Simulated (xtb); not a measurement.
C₅H₁₅N₂Si (SMILES CN(C)[Si](C)N(C)C), doublet, geometry from GFN2-xTB; GFN1-xTB with ALPB(acetonitrile) run with xtb 6.7.1.

xtb was given this input:
```
$ xtb mol.xyz --gfn 1 --uhf 1 --alpb acetonitrile --json

# file mol.xyz
23

C      2.42911425     0.14893972     1.29946826
N      1.35903917    -0.26522210     0.43359287
C      1.49560796    -1.62915642    -0.00208307
Si    -0.12147409     0.64906371     0.39536643
C      0.24816781     2.23045437    -0.61350139
N     -1.29164595    -0.33051078    -0.44587289
C     -2.19130465     0.22706462    -1.41904632
C     -1.85372746    -1.49179075     0.19462288
H      2.28970945     1.18924391     1.58019373
H      2.47019164    -0.45518302     2.21506570
H      3.39018434     0.04643618     0.78529525
H      0.71099494    -1.86270648    -0.71486176
H      2.46694213    -1.76200953    -0.48989427
H      1.44206548    -2.33799598     0.83563189
H     -0.60237413     2.90364485    -0.63812357
H      1.08081107     2.76952925    -0.17391572
H      0.52133067     1.98375771    -1.63803406
H     -3.13667552     0.55211813    -0.96396338
H     -1.73205897     1.07876649    -1.90964269
H     -2.42678671    -0.52811780    -2.17580139
H     -2.81399645    -1.26342747     0.67485946
H     -2.02788702    -2.28006011    -0.54535953
H     -1.17071372    -1.86382743     0.95261815
```

Write the output that xtb gives for this input, abridged.


```
   ID    Z sym.   atoms
    1    6 C      1, 3, 5, 7, 8
    2    7 N      2, 6
    3   14 Si     4
    4    1 H      9-23

           -------------------------------------------------
          |                Calculation Setup                |
           -------------------------------------------------

           -------------------------------------------------
          |                 G F N 1 - x T B                 |
           -------------------------------------------------

      * Solvation model:               ALPB
        Solvent                        acetonitrile
        Parameter file                 internal GFN1-xTB/ALPB
        Dielectric constant                3.7500E+01
        Reference state                gsolv [1 M gas/solution]
        Free energy shift                  6.2816E-03 Eh       3.9417E+00 kcal/mol
        Temperature                        2.9815E+02 K
        Density                            7.8600E-01 kg/L
        Solvent mass                       4.1050E+01 g/mol
        Interaction kernel             P16
        Born radius scaling (c1)           1.7240E+00
        Born radii integrator          GBOBC
        Born offset                        0.0000E+00 a0       0.0000E+00 AA
        H-bond correction              true
        Ion screening                  false
        Surface tension                    1.0000E-05 Eh       1.5569E+01 dyn/cm
        Grid points                               230 per atom

          ...................................................
          :                      SETUP                      :
          :.................................................:
          :  # basis functions                  68          :
          :  # atomic orbitals                  67          :
          :  # shells                           47          :
          :  # electrons                        49          :
          :  # halogen bonds                     0          :
          :  max. iterations                   250          :
          :  Hamiltonian                  GFN1-xTB          :
          :  restarted?                      false          :
          :  GBSA solvation                   true          :
          :  PC potential                    false          :
          :  electronic temp.          300.0000000     K    :
          :  accuracy                    1.0000000          :
          :  -> integral cutoff          0.2500000E+02      :
[...]
         :: total energy             -26.860619572202 Eh    ::
[...]
    22H     0.01650  0.07806   0.984  0.000  0.000
    23H     0.02432  0.09091   0.976  0.000  0.000

Wiberg/Mayer (AO) data.
largest (>0.10) Wiberg bond orders for each atom

 ---------------------------------------------------------------------------
     #   Z sym  total        # sym  WBO       # sym  WBO       # sym  WBO
 ---------------------------------------------------------------------------
     1   6 C    3.980 --    10 H    0.983    11 H    0.983     9 H    0.976
                             2 N    0.974
     2   7 N    3.284 --     4 Si   1.241     1 C    0.974     3 C    0.971
     3   6 C    3.978 --    14 H    0.983    13 H    0.982    12 H    0.981
                             2 N    0.971
     4  14 Si   3.875 --     2 N    1.241     6 N    1.231     5 C    1.021
     5   6 C    3.952 --     4 Si   1.021    15 H    0.956    16 H    0.951
                            17 H    0.944
     6   7 N    3.281 --     4 Si   1.231     7 C    0.972     8 C    0.970
     7   6 C    3.978 --    18 H    0.984    20 H    0.982    19 H    0.981
                             6 N    0.972
     8   6 C    3.980 --    22 H    0.983    21 H    0.983    23 H    0.978
                             6 N    0.970
     9   1 H    1.019 --     1 C    0.976
    10   1 H    1.009 --     1 C    0.983
    11   1 H    1.009 --     1 C    0.983
    12   1 H    1.014 --     3 C    0.981
    13   1 H    1.009 --     3 C    0.982
    14   1 H    1.007 --     3 C    0.983
    15   1 H    1.013 --     5 C    0.956
    16   1 H    1.014 --     5 C    0.951
    17   1 H    1.004 --     5 C    0.944
    18   1 H    1.006 --     7 C    0.984
    19   1 H    1.010 --     7 C    0.981
    20   1 H    1.010 --     7 C    0.982
    21   1 H    1.009 --     8 C    0.983
    22   1 H    1.010 --     8 C    0.983
    23   1 H    1.016 --     8 C    0.978
 ---------------------------------------------------------------------------

Topologies differ in total number of bonds
Writing topology from bond orders to xtbtopo.mol

 dipole moment from electron density (au)
     X       Y       Z
  -0.0595  -0.3246  -0.1571  total (Debye):    0.929

           -------------------------------------------------
          | TOTAL ENERGY              -26.860619572202 Eh   |
          | GRADIENT NORM               0.049861311534 Eh/α |
          | HOMO-LUMO GAP               3.938092474784 eV   |
           -------------------------------------------------

normal termination of xtb
```
